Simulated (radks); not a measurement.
Task: Sr10+, 28 electrons, occupied as [Ar] 3d10. Method: non-relativistic Kohn-Sham, TPSS, spin-polarised, spherical densities, point nucleus; meta-GGA in the generalised Kohn-Sham scheme; relativity is left out, which matters for an element this heavy; computed with a radial shooting solver on a logarithmic mesh with Libxc functionals. Some entries of the table are withheld. Estimate them.

orbital  occ.  eigenvalue (eV)  <r> (bohr)  <r^2> (bohr^2)
1s          2        -15818.78     0.04016        0.002159
2s          2              (1)      0.1767         0.03675
2p          6              (2)      0.1521         0.02823
3s          2        -497.9040         (3)          0.2852
3p          6        -429.0168      0.4978          0.2881
3d         10        -304.9609      0.4845          0.2827

Result: 
(1) 2s eigenvalue (eV): -2267.933
(2) 2p eigenvalue (eV): -2081.042
(3) 3s <r> (bohr): 0.4992
